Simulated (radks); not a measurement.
Task: Kr4+, configuration [Ar] 3d10 4s2 4p2 (the NIST ground configuration). Method: scalar-relativistic Kohn-Sham, PBE, spin-polarised, spherical densities, finite nucleus; open shells are filled with parallel spins first; Fermi nuclear charge, rms radius 4.1884 fm; computed with a radial shooting solver on a logarithmic mesh with Libxc functionals. Some entries of the table are withheld. Estimate them.

| orbital | occ. | eigenvalue (Ry) | r(max) (bohr) | <r> (bohr) |
|---|---|---|---|---|
| 1s up | 1 | -1044.907 | 0.02708 | 0.04149 |
| 1s down | 1 | -1044.892 | 0.02708 | 0.04149 |
| 2s up | 1 | -141.2493 | 0.1542 | 0.1835 |
| 2s down | 1 | -141.2411 | 0.1542 | 0.1835 |
| 2p up | 3 | -125.3871 | 0.1234 | 0.1601 |
| 2p down | 3 | -125.3728 | 0.1234 | 0.1601 |
| 3s up | 1 | -23.56608 | 0.4667 | 0.5298 |
| 3s down | 1 | -23.54583 | 0.4668 | 0.5296 |
| 3p up | 3 | -18.51058 | 0.4629 | 0.5398 |
| 3p down | 3 | -18.48748 | 0.4630 | 0.5394 |
| 3d up | 5 | -10.14079 | 0.4107 | 0.5529 |
| 3d down | 5 | -10.11213 | 0.4106 | 0.5509 |
| 4s up | 1 | (1) | 1.287 | (2) |
| 4s down | 1 | (3) | 1.276 | (4) |
| 4p up | 2 | -4.23415 | 1.419 | (5) |
| 4p down | 0 | -4.02763 | 1.412 | (6) |

Result: 
(1) 4s up eigenvalue (Ry): -5.44452
(2) 4s up <r> (bohr): 1.430
(3) 4s down eigenvalue (Ry): -5.23990
(4) 4s down <r> (bohr): 1.428
(5) 4p up <r> (bohr): 1.595
(6) 4p down <r> (bohr): 1.603
